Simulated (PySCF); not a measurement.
## Gas-phase thermal properties of BaBr

Energies from PySCF (xtb for GFN2), thermal terms from the rigid-rotor harmonic-oscillator model, ideal gas at 1 bar. 'Table' is the NASA 1993 thermochemical table (part measured, part estimated). Open shells (unrestricted): BaBr (multiplicity 2). GFN2 has no spin-polarisation term. Ba: scalar-relativistic def2 core potential, no spin-orbit coupling. Br: all electrons, no relativistic terms. The harmonic model lacks anharmonicity and excited electronic states, which grow with temperature; levels with a mode under 35 cm⁻¹ are left out. The table's entry may be an old estimate for BaBr (not checked at source).

```tsv
level	point group	σ	ZPE (kJ/mol)	S°298 (J/mol/K)	Cp298 (J/mol/K)	S°1000 (J/mol/K)	H1000 − H298 (kJ/mol)
table	-	-	-	270.4	37.0	315.8	26.4
GFN2-xTB	C∞v	1	0.9	272.2	37.1	317.4	26.2
PBE/def2-SVP	C∞v	1	1.1	270.5	36.8	315.5	26.1
PBE0/def2-TZVP	C∞v	1	1.1	270.3	36.8	315.3	26.1
```
σ: rotational symmetry number. Electronic degeneracy used: 2. Frequencies are unscaled.
